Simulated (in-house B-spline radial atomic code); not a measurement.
Configurations of V³⁺, with energies counted from [Ar] (3d3/2)2. All numbers are computed (Dirac-Hartree-Fock, average of each configuration as written; Fermi nucleus of rms radius 3.6002 fm) with an all-electron radial atomic-structure program (B-spline basis), not measured. Energies include first-order Breit, QED and recoil terms.

Occupations are held fixed; configurations that lie above the ionisation limit could autoionise.

```csv
configuration,E - E(ref) (eV),highest orbital,its <r> (bohr)
[Ar] (3d5/2)2,0.21447,3d5/2,1.168
[Ar] (3d3/2)1 (3d5/2)1,0.28919,3d5/2,1.17
[Ar] (3d5/2)1 6s1,34.384,6s1/2,7.892
[Ne] 3s2 (3p1/2)1 (3p3/2)4 (3d5/2)3,40.598,3d5/2,1.154
[Ne] 3s2 (3p1/2)2 (3p3/2)3 (3d5/2)2 4s1,53.322,4s1/2,2.48
[Ne] 3s2 (3p1/2)2 (3p3/2)3 (3d3/2)2 (5g7/2)1,76.527,5g7/2,6.869
[Ne] 3s2 (3p1/2)1 (3p3/2)4 (3d5/2)2 (6g7/2)1,79.934,6g7/2,10.99
```

Question: Order these further configurations by energy, lowest first.
A. [Ar] (3d3/2)1 (7p3/2)1
B. [Ne] 3s2 (3p1/2)1 (3p3/2)4 (3d3/2)1 (3d5/2)1 7s1
C. [Ar] (3d5/2)1 (4p3/2)1
D. [Ar] (3d3/2)1 5s1
E. [Ne] 3s2 (3p1/2)1 (3p3/2)4 (3d5/2)2 (5f5/2)1

Answer: C (17.155 eV), D (27.581 eV), A (38.375 eV), E (77.177 eV), B (80.848 eV).

Question: How far above the reference does [Ne] 3s2 (3p1/2)2 (3p3/2)3 (3d3/2)1 (3d5/2)1 (6p1/2)1 lie?

Answer: 77.172 eV; its least bound orbital is 6p1/2 with <r> = 8.61 bohr.

Question: How far above the reference does [Ne] 3s2 (3p1/2)1 (3p3/2)4 (3d3/2)2 6s1 lie?

Answer: 78.897 eV; its least bound orbital is 6s1/2 with <r> = 7.881 bohr.

Question: How far above the reference does [Ar] (3d5/2)1 (6g7/2)1 lie?

Answer: 38.737 eV; its least bound orbital is 6g7/2 with <r> = 10.99 bohr.
